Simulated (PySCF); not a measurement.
Species: `C=CC1=CC=C(Cl)C=CC1`. The columns A, B, C and D hold Mulliken, IAO, Hirshfeld and ESP-fitted charges (e) of one PBE0/pcSseg-1 density (PySCF), in a shuffled order. Coordinates in Å (PBE0-D3(BJ)/def2-SVP); the density's dipole moment is (-1.76, 0.05, -1.04) D.

```tsv
atom	x	y	z	A	B	C	D
C1	-2.319	-0.221	-1.190	-0.445	-0.148	-0.311	-0.098
C2	-1.732	-0.236	0.017	-0.121	-0.146	-0.136	-0.047
C3	-0.313	-0.395	0.297	+0.051	-0.253	+0.021	+0.015
C4	0.139	-0.330	1.583	-0.231	-0.023	-0.160	-0.052
C5	1.510	-0.319	2.004	-0.070	+0.021	-0.171	-0.060
C6	2.552	0.208	1.293	+0.026	-0.263	-0.014	+0.020
Cl7	4.116	0.280	2.061	-0.104	-0.086	-0.043	-0.041
C8	2.464	0.869	0.014	-0.180	+0.023	-0.172	-0.069
C9	1.559	0.540	-0.931	-0.139	-0.142	-0.116	-0.023
C10	0.686	-0.666	-0.797	-0.055	-0.080	-0.270	-0.071
H11	-1.754	-0.323	-2.120	+0.201	+0.124	+0.140	+0.044
H12	-3.399	-0.090	-1.284	+0.187	+0.128	+0.155	+0.050
H13	-2.364	-0.106	0.903	+0.145	+0.099	+0.146	+0.048
H14	-0.606	-0.274	2.384	+0.156	+0.104	+0.151	+0.050
H15	1.725	-0.633	3.029	+0.121	+0.114	+0.164	+0.047
H16	3.156	1.699	-0.155	+0.151	+0.125	+0.164	+0.048
H17	1.460	1.176	-1.816	+0.143	+0.110	+0.153	+0.052
H18	1.303	-1.533	-0.500	+0.082	+0.162	+0.155	+0.040
H19	0.193	-0.914	-1.745	+0.081	+0.131	+0.144	+0.047
```

Problem. Which column most likely holds the ESP-fitted charges?

Solution. A. Σ q r misses the density's dipole by 0.13 D (A), 0.48 D (C), 0.98 D (D), 1.58 D (B). Charges fitted to the outside potential are the only set here that is tied to the molecule's multipoles.

Problem. And the Hirshfeld charges?

Solution. D. The mean sizes are 0.048 e (D), 0.120 e (B), 0.142 e (A), 0.147 e (C), and Hirshfeld charges are commonly the smallest of these schemes.

As computed, A = ESP-fitted, B = Mulliken, C = IAO, D = Hirshfeld. Hydrogens on carbon: ESP-fitted +0.08 to +0.20, Mulliken +0.10 to +0.16, IAO +0.14 to +0.16, Hirshfeld +0.04 to +0.05 e.

The Mulliken scheme gives each basis function's population to the atom it is centred on and halves the overlap population of two atoms between them. The IAO scheme counts the electrons in orthogonalised intrinsic atomic orbitals, a minimal basis polarised so that it spans the occupied orbitals exactly.

The structure is a single PBE0-D3(BJ)/def2-SVP conformer in the gas phase; no vibrational or solvent corrections.

The run behind these numbers computed NMR shieldings as well. Time: 37 s of wall time. Hardware: x86-64 server, one thread, shared host.

Shape of the structure used: `[CH2:1]=[CH:2][C:3]1=[CH:4][CH:5]=[C:6]([Cl:7])[CH:8]=[CH:9][CH2:10]1`: C1–C2–C3–C4 177°.
